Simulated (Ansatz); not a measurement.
Consider the ligand exchange at a Ga–Se bond: `[CH3][GaH][Se]C` + `N=C[SiH3]` → `[CH3][GaH]/[N]=C\[SiH3]` + `C[SeH]`.

Calculated with Ansatz (gas phase, PBE0-D4/def2-TZVP geometries, no zero-point term in ΔE). CBS: MP2 limit from def2 TZ/QZ plus the TZ coupled-cluster correction, frozen cores. DFT in def2-TZVPP. B3LYP here is the variant with VWN-RPA as its local correlation; programs differ in this. For Ga, Se outer-core shells are correlated without core-valence functions, which leaves a few kJ/mol of doubt a bond. Scalar relativity is left out up to krypton. One conformer a species, not always the lowest.

(1) Is it downhill or uphill in electronic energy at CCSD(T)/CBS, and by how much? (An estimate is asked.)

(2) What do these levels give: ωB97X-V, B2PLYP, r2SCAN, PBE0, B3LYP, HF/def2-TZVPP, SCS-MP2/def2-TZVPP, HF/def2-QZVPP, MP2/def2-QZVPP, SCS-MP2/def2-QZVPP, MP2/CBS(def2), CCSD/CBS(def2)? (Estimate.)

Largest T1 diagnostic among the species: 0.015.

Results:

(1) Computed: Uphill: ΔE = +82.2 kJ/mol.

(2) The calculation gave: ωB97X-V 79.7, B2PLYP 76.4, r2SCAN 77.8, PBE0 82.3, B3LYP 75.1, HF/def2-TZVPP 86.3, SCS-MP2/def2-TZVPP 79.3, HF/def2-QZVPP 84.6, MP2/def2-QZVPP 82.2, SCS-MP2/def2-QZVPP 80.2, MP2/CBS(def2) 84.0, CCSD/CBS(def2) 83.6 kJ/mol.

From PBE to PBE0 (25 % exact exchange), in def2-TZVPP and without D4, ΔE moves by +6.3 kJ/mol. In def2-TZVPP, CCSD(T) changes the Hartree–Fock value by −6.8 kJ/mol (the triples alone add −1.4 kJ/mol) and MP2 by −5.1 kJ/mol.
